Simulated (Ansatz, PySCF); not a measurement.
C2H6FIn, SMILES [CH3][In]([CH3])[F].

The structure is a stationary point at r2SCAN-D4/def2-SVP. The structure was generated by enumeration; whether it is a known compound was not checked. The def2 effective core potentials stand for the cores of In; spin–orbit coupling is left out.

Vertical ionisation energy (IE) and electron affinity (EA) in eV. Rows of orbital energies are one-electron estimates. Where ΔSCF, EOM or ADC give a negative EA the extra electron is unbound and the value depends on the basis.

| level | IE | EA |
|---|---|---|
| −ε(HOMO), −ε(LUMO), B3LYP/def2-TZVP (PySCF) | 7.49 | 1.34 |
| −ε(HOMO), −ε(LUMO), PBE/def2-TZVP (PySCF) | 6.47 | 1.74 |
| ΔSCF, PBE0/def2-SVPD (Ansatz), final states of multiplicity 2 and 2 | 9.78 | -0.36 |
| ΔSCF, PBE/def2-SVPD (Ansatz), final states of multiplicity 2 and 2 | 9.49 | -0.24 |

Q: What vertical singlet–triplet gap does ΔSCF give with PBE0/def2-SVPD (Ansatz, a program for electronic structure) and with PBE/def2-SVPD (Ansatz)? (An estimate is asked for; the answer gives what the named calculation found.)

A: 5.05 and 4.73 eV (triplet above singlet where positive).
